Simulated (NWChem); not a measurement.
# C2H5ClOSi; SMILES C=CO[SiH2]Cl

```xyz
10

C      0.6835     2.9255     0.1353
C      0.2190     1.7864    -0.3726
O     -0.4792     0.8876     0.3664
Si    -0.9037    -0.6590    -0.0696
Cl     0.7206    -1.9238     0.0463
H      0.5309     3.1772     1.1869
H      1.2242     3.6224    -0.5056
H      0.3691     1.5224    -1.4288
H     -1.9267    -1.0913     0.9070
H     -1.3783    -0.6713    -1.4797
```
Atoms are numbered in this order, from 1.

All runs: NWChem. Coordinates come from a PBE0/def2-SVP optimisation.

**Question.** Predict the results for LDA (Slater exchange, VWN5)/def2-TZVP. Quantities: highest occupied level (eV); orbital gap (eV); dipole (D).

**Answer.** The highest occupied level (eV) comes out as -6.18 and the orbital gap (eV) is 5.09. The dipole (D) comes out as 1.12.
